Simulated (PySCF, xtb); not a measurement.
Ge(H)3(PH2) (GeH₅P), SMILES [PH2][GeH3].

Harmonic wavenumbers (cm⁻¹) from GFN2-xTB in xtb at its own minimum, in rising order: 107, 376, 402, 408, 716, 724, 785, 868, 871, 1122, 1927, 2016, 2039, 2259, 2322.

### Question
What does B3LYP-D3(BJ)/def2-TZVP (PySCF 2.14.0) give at its own minimum? (The exact figures need the calculation; the answer reports its results.)

### Answer
146, 354, 440, 459, 712, 754, 816, 882, 887, 1106, 2121, 2133, 2138, 2381, 2389. Paired by order, the mean absolute difference is 58 cm⁻¹ and the zero-point energies are 24.2 and 25.3 kcal/mol.
